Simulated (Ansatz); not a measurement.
A nudged elastic band was laid between two geometries of ClH + GeH4O3 (10 atoms, charge 0, multiplicity 1).

Theory: RKS B3LYP-D4/def2-SVP (Ansatz 0.2.0).

```
movable images  : 7
climbing image  : yes
spring          : 0.5 eV/Å²
optimiser       : quadratic models (default)
start path      : through a guess of the saddle point
force threshold : 0.05 eV/Å
iteration limit : 60
end points      : relaxed
```

Initial state:

```xyz
10
Properties=species:S:1:pos:R:3
Ge 0.161 -0.474 0.204
H 0.586 -0.592 1.663
O 1.491 -0.443 -0.955
H 1.433 -1.173 -1.588
O -0.701 1.098 0.089
H -0.764 1.421 -0.822
O -0.874 -1.788 -0.387
H -1.696 -1.909 0.108
Cl 0.990 2.785 2.034
H 0.145 2.236 1.189
```

Final state:

```xyz
10
Properties=species:S:1:pos:R:3
Ge 0.350 0.358 -0.493
H -0.896 -0.295 3.277
O 1.305 -0.169 -1.873
H 1.760 -1.007 -1.708
O -0.861 1.487 -1.082
H -1.143 1.266 -1.981
O -0.299 -1.101 0.258
H -0.595 -0.952 1.168
Cl 1.484 1.449 0.988
H -0.333 0.125 2.981
```

Q: Which bonds break or form, and what moves?

A: Bonds broken: Ge1–H2, Cl9–H10. Bonds formed: Ge1–Cl9, H2–H10. ClH + GeH4O3 becomes ClGeH3O3 + H2.

Q: Give the energies along the band, and the barrier.

A: It converged. The highest image is number 4 of 0 to 8, 1.91 eV above the first end and 2.23 eV above the last; the last end lies 0.33 eV below the first. Neighbouring images differ by up to 1.3 eV, so the band resolves the path poorly. Another band between the same ends (7 images) ends at a top of the same energy, where a vibrational analysis finds 1 clearly imaginary mode. The orbitals stay closed-shell, which can raise the energy where a bond breaks towards radicals; this wasn't checked here.

```
image  path coordinate (Å)  energy (eV)  Ge1–H2 (Å)  Cl9–H10 (Å)  Ge1–Cl9 (Å)
    0                 0.00         0.00        1.52         1.31         3.83
    1                 0.99         0.09        1.53         1.30         3.65
    2                 1.98         0.31        1.53         1.29         3.67
    3                 2.96         0.58        1.55         1.30         3.19
    4                 3.95         1.91        1.80         1.64         2.49
    5                 4.92         0.61        2.45         2.24         2.20
    6                 5.89        -0.03        3.08         2.59         2.15
    7                 6.86        -0.26        3.76         2.74         2.16
    8                 7.83        -0.33        4.02         3.00         2.16
```

Q: What is the geometry of the highest image?

A: 
```xyz
10
Properties=species:S:1:pos:R:3
Ge 0.177 0.216 0.026
H 0.091 -0.118 1.789
O 1.659 -0.129 -0.858
H 1.584 -1.025 -1.224
O -0.995 1.432 -0.492
H -1.697 0.977 -0.984
O -0.661 -1.350 -0.258
H -1.367 -1.550 0.371
Cl 1.377 2.012 1.276
H 0.603 0.696 1.889
```

Time of the run: 4.4 min on 4 threads of Arm Neoverse V2, with other jobs on the host, peak memory 0.31 GiB.
